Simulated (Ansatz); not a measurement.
Mulliken charges of `C[O][Sn]([Cl])([Cl])[Cl]` from PBE/def2-TZVPP in Ansatz (PBE0-D4/def2-TZVP geometry).

```
atom   x (Å)   y (Å)   z (Å)  charge (e)
  C1   0.275  -1.228   0.900      -0.145
  O2   0.907  -0.380  -0.045      -0.423
 Sn3  -0.080   1.070  -0.851       1.115
 Cl4  -1.893   0.246  -1.997      -0.294
 Cl5   1.346   2.150  -2.268      -0.281
 Cl6  -0.845   2.498   0.779      -0.294
  H7   1.021  -1.958   1.219       0.111
  H8  -0.573  -1.767   0.464       0.106
  H9  -0.069  -0.676   1.782       0.105
```

Q: By hand: the dipole of these point charges (1 e Å = 4.8032 D).

A: Σ q r = (-0.041, -0.355, 0.307) e Å, of length 0.471 e Å = 2.26 D.

Q: How does the dipole of the full density compare? (Best estimate.)

A: Ansatz gave: (-0.031, -0.245, 0.214) e Å, 1.57 D; the point charges give 1.44 times that, at 1° from its direction.

Point charges leave out the atoms' own dipoles, such as those of lone pairs, and Mulliken's split depends on the basis, so the two needn't agree.
